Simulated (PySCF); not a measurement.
Electron correlation in K (potassium, neutral)

[Ar] 4s1, 2S determinant. All numbers are calculated (PySCF 2.14, the spin-free X2C one-electron Hamiltonian (Gaussian nucleus), in aug-cc-pwCVTZ-X2C). Frozen: [Ne]; 9 electrons correlated.

```json
{"level": "CCSD", "correlation energy (mhartree)": "-220.19"}
{"level": "(T)", "correlation energy (mhartree)": "-5.36"}
{"level": "CCSD(T)", "correlation energy (mhartree)": "-225.55"}
```

Diagnostics: T1 = 0.016, D1 = 0.0690, largest double amplitude 0.032.

Cost of the coupled-cluster step: about 30 core-seconds, for 9 correlated electrons.
